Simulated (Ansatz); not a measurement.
Energy difference 3 R1 → P1, each structure at its B3LYP-D3(BJ)/def2-TZVP stationary point, reached from a drawn start (curvature not checked).
P1, B3Cl3O3 (SMILES ClB1OB(Cl)OB(Cl)O1) (charge 0, multiplicity 1):
```xyz
9

Cl    -2.2544    -2.1503    -0.1393
B     -0.9919    -0.9462    -0.0613
O     -0.3125    -0.5891    -1.1981
B      0.6791     0.3567    -1.1377
Cl     1.5435     0.8107    -2.5856
O      0.9912     0.9455     0.0612
B      0.3128     0.5894     1.1989
Cl     0.7109     1.3396     2.7249
O     -0.6786    -0.3565     1.1369
```
R1, BClO (SMILES O=BCl) (charge 0, multiplicity 1):
```csv
atom,x (Å),y (Å),z (Å)
Cl,-1.3904,-0.0030,-0.6282
B,0.1463,0.0001,0.0659
O,1.2441,0.0030,0.5622
```

P less R. No zero-point or thermal terms.

Correlated levels freeze the cores.

The values were computed with Ansatz (a quantum-chemistry and plane-wave program) with Gaussian orbitals. No computed number here is a measurement.

Total energies in hartree:

| structure | PBE/def2-TZVPP | r2SCAN/def2-TZVPP | CCSD(T)/cc-pV(T+d)Z |
|---|---|---|---|
| P1 | -1680.510230 | -1681.188429 | -1679.406972 |
| R1 | -560.105604 | -560.324386 | -559.731895 |

Task: Work out the reaction energy at each level in eV (1 hartree = 27.21139 eV), and say how far PBE/def2-TZVPP lies from CCSD(T)/cc-pV(T+d)Z.

Result: 
- PBE/def2-TZVPP: (-1680.510230) − 3 × (-560.105604) = -0.193418 hartree = -5.263 eV
- r2SCAN/def2-TZVPP: (-1681.188429) − 3 × (-560.324386) = -0.215271 hartree = -5.858 eV
- CCSD(T)/cc-pV(T+d)Z: (-1679.406972) − 3 × (-559.731895) = -0.211287 hartree = -5.749 eV
PBE/def2-TZVPP less CCSD(T)/cc-pV(T+d)Z: 0.486 eV. CCSD(T)/cc-pV(T+d)Z is the level counted from, the highest shown, and no exact or measured value.
